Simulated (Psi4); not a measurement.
Psi4 input (wB97X-D/6-311+G**):

```
memory 1500 MB

molecule {
0 2
O    -0.00000000   -0.00000000   -1.26121000
B     0.00000000    0.00000000    0.00000000
O     0.00000000    0.00000000    1.26121000
symmetry c1
no_reorient
no_com
}

set {
  basis 6-311+G**
  reference uks
  scf_type pk
  dft_radial_points 99
  dft_spherical_points 590
  e_convergence 1e-8
  d_convergence 1e-7
  maxiter 150
}

e = energy('wb97x-d')
print_out(f'\nFINAL {e:.10f} DIPOLE {variable("CURRENT DIPOLE")[0]:.6f} {variable("CURRENT DIPOLE")[1]:.6f} {variable("CURRENT DIPOLE")[2]:.6f}\n')
```

From the output:

```
  HONO-1 :   10  A 1.9855625
  HONO-0 :   11  A 1.0000000
  LUNO+0 :   12  A 0.0144375
  LUNO+1 :   13  A 0.0005217
  LUNO+2 :   14  A 0.0003419
  LUNO+3 :   15  A 0.0001768

Computation Completed

Properties will be evaluated at   0.000000,   0.000000,   0.000000 [a0]

Properties computed using the SCF density matrix

 Multipole Moments:

 ------------------------------------------------------------------------------------
     Multipole            Electronic (a.u.)      Nuclear  (a.u.)        Total (a.u.)
 ------------------------------------------------------------------------------------

 L = 1.  Multiply by 2.5417464519 to convert [e a0] to [Debye]
 Dipole X            :          0.0000000            0.0000000            0.0000000
 Dipole Y            :          0.0000000            0.0000000            0.0000000
 Dipole Z            :          0.0000000            0.0000000            0.0000000
 Magnitude           :                                                    0.0000000

 ------------------------------------------------------------------------------------

FINAL -175.2888566342 DIPOLE 0.000000 0.000000 0.000000

*** Psi4 exiting successfully. Buy a developer a beer!
```

The geometry given is a B3LYP-D3(BJ)/def2-TZVP minimum.
